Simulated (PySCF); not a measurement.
Ti: interval between two levels

Ti [Ar] 3d2 4s2 [3F4, M_J = 4] → Ti [Ar] 3d2 4s1 4p1 [5G6, M_J = 6], as a difference of total energies. Calculation: PySCF 2.14, in x2c-TZVPall-2c (6s7p4d1f, 54 functions); the two-component X2C-1e Hamiltonian. Correlated levels: [Ne] frozen; the 6 highest virtual spinors dropped. "Screened" scales the spin-orbit matrix elements by Boettger's factors to mimic the two-electron term; Breit and QED terms are absent.

```tsv
method	interval between two levels (cm⁻¹)	error (cm⁻¹)
GHF (spin-free)	7995.4	-8076
GMP2 (spin-free)	14129	-1942
GHF (screened spin-orbit)	8090.4	-7981
GMP2 (screened spin-orbit)	14231	-1841
```

Reference: 16072 cm⁻¹ (measured; NIST Handbook of Basic Atomic Spectroscopic Data (Sansonetti and Martin, J. Phys. Chem. Ref. Data 34, 1559 (2005))).

Errors of the correlated levels include the incompleteness of this basis and the frozen core.

The labels give the starting determinants; with spin-orbit coupling the two ends relaxed to ⟨J²⟩ = 20.02, ⟨L²⟩ = 12.01, ⟨S²⟩ = 2.01 and ⟨J²⟩ = 42.02, ⟨L²⟩ = 20.02, ⟨S²⟩ = 6.00.
